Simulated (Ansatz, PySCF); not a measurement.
This PySCF input computes a SVWN5/def2-TZVPD energy:

```python
from pyscf import gto, scf, dft

mol = gto.M(
    atom='''
    Al   -0.00000000   -0.00000000   -1.16094063
    O    -0.00000000   -0.00000000   -2.75812979
    Br    0.00000000    0.00000000    1.06163619
    ''',
    basis='def2-tzvpd',
    charge=0,
    spin=0,
    verbose=4,
)

mf = dft.RKS(mol, xc='svwn').density_fit(auxbasis='def2-universal-jkfit')
mf.grids.level = 3
mf.conv_tol = 1e-9
mf.max_cycle = 100
mf.max_memory = 1500
mf.kernel()
if not mf.converged:
    mf = mf.newton()
    mf.kernel(mf.make_rdm1())
mf.analyze()
```

Q: Write an input for the same energy in Ansatz (a program for electronic structure) and say what it gives.

A: 
Ansatz 0.2 input:
```yaml
crystal:
  periodic: [false, false, false]
  atoms:
    - {symbol: Al, position_ang: [-0.00000000, -0.00000000, -1.16094063]}
    - {symbol: O, position_ang: [-0.00000000, -0.00000000, -2.75812979]}
    - {symbol: Br, position_ang: [0.00000000, 0.00000000, 1.06163619]}
basis:
  gaussian:
    orbitals: def2-TZVPD
hamiltonian:
  xc: {name: SVWN5}
output: {forces: true}
```
It gives -2886.79179 Eh, and PySCF -2886.79182 Eh, a difference of 0.03 mEh, from the treatment of integrals and grids.
